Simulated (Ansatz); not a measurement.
CH4ClFSi, SMILES `FC([SiH3])Cl`, 8 atoms. Total charge 0; spin multiplicity 1. All runs use 2 threads of an AMD EPYC 7B13 on a shared host. Correlated methods freeze the cores.

**Question.** Give the basis size and wall time and peak host memory of each of these runs in Ansatz. RHF-CCSD(T)/def2-SVP energy; RHF-MP2/def2-QZVPP energy; RKS PBE0-D4/def2-SVP energy; RKS B97M-V/def2-TZVPP energy; direct RPA on PBE orbitals/def2-TZVPP energy; RHF-CCSD(T)/def2-TZVPP energy; RKS PBE-D4/def2-TZVPP energy and forces; RKS PBE0-D4/def2-TZVP relaxation (6 steps); RKS PBE0-D4/def2-QZVPP energy; RKS PBE0-D4/def2-TZVP frequencies; RKS HSE06 (plane-wave form)-D4/def2-TZVPP energy; RKS PBE-QIDH (frozen core)/def2-TZVPP energy. (Best estimate.)

**Answer.** Computed: Other jobs shared the machine, so times are rough.

```
                                    level                   job  functions  wall time  peak host memory (GiB)
                     RKS PBE0-D4/def2-SVP                energy         84      1.2 s                    0.17
                    RKS PBE-D4/def2-TZVPP     energy and forces        202      2.6 s                    0.25
                     RHF-CCSD(T)/def2-SVP                energy         84      2.7 s                    0.26
RKS HSE06 (plane-wave form)-D4/def2-TZVPP                energy        202      3.5 s                    0.46
    direct RPA on PBE orbitals/def2-TZVPP                energy        202        4 s                    0.39
    RKS PBE-QIDH (frozen core)/def2-TZVPP                energy        202      5.5 s                    0.44
                   RKS PBE0-D4/def2-QZVPP                energy        374      7.5 s                     1.1
                    RKS B97M-V/def2-TZVPP                energy        202        8 s                    0.31
                       RHF-MP2/def2-QZVPP                energy        374       16 s                     1.6
                    RKS PBE0-D4/def2-TZVP  relaxation (6 steps)        160       21 s                    0.37
                   RHF-CCSD(T)/def2-TZVPP                energy        202       62 s                     2.5
                    RKS PBE0-D4/def2-TZVP           frequencies        160       90 s                    0.37
```
